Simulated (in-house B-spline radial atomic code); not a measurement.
Inner levels of antimony as electrons are removed. A shift is the extra binding of the orbital against the neutral atom ([Kr] 4d10 5s2 5p3). The density at the nucleus is averaged over the nuclear charge. Computed with an all-electron radial atomic-structure program (B-spline basis): Dirac-Hartree-Fock, average of the configuration, finite nuclei.

```tsv
ion	configuration	shift of 1s1/2 (eV)	shift of 2p1/2 (eV)	shift of 2s1/2 (eV)	radius of 1s1/2 (bohr)	radius of 2p1/2 (bohr)	radius of 2s1/2 (bohr)	Σ<r²> (bohr²)	change of density at nucleus (bohr⁻³)
Sb7+	[Kr] 4d8	107.63	107.47	107.36	0.028415	0.10335	0.12203	16.661	-50.123
Sb8+	[Kr] 4d7	134.66	134.69	134.58	0.028415	0.10335	0.12203	15.142	-30.74
Sb9+	[Kr] 4d6	163.07	163.3	163.18	0.028415	0.10334	0.12202	13.754	-9.327
Sb10+	[Kr] 4d5	192.83	193.25	193.13	0.028415	0.10334	0.12202	12.477	14.082
Sb11+	[Kr] 4d4	223.93	224.53	224.4	0.028416	0.10333	0.12201	11.297	39.456
Sb12+	[Kr] 4d3	256.35	257.12	256.96	0.028416	0.10332	0.122	10.201	66.773
Sb13+	[Kr] 4d2	290.06	290.99	290.8	0.028416	0.10331	0.12199	9.1801	96.012
Sb14+	[Kr] 4d1	325.05	326.13	325.89	0.028416	0.1033	0.12198	8.2259	127.16
Sb15+	[Ar] 3d10 4s2 4p6	361.32	362.52	362.24	0.028416	0.10329	0.12197	7.3319	160.2
Sb16+	[Ar] 3d10 4s2 4p5	402.33	401.68	401.17	0.028416	0.10328	0.12195	6.5673	198.85
Sb17+	[Ar] 3d10 4s2 4p4	444.42	441.8	441.05	0.028415	0.10326	0.12193	5.8365	238.88
Sb18+	[Ar] 3d10 4s2 4p3	487.6	482.87	481.85	0.028414	0.10325	0.12191	5.1372	280.3
Sb19+	[Ar] 3d10 4s2 4p2	531.85	524.88	523.57	0.028414	0.10323	0.12188	4.4673	323.1
Sb20+	[Ar] 3d10 4s2 4p1	577.17	567.82	566.21	0.028413	0.10321	0.12186	3.8249	367.29
Sb21+	[Ar] 3d10 4s2	623.55	611.68	609.75	0.028412	0.10319	0.12183	3.2085	412.86
```
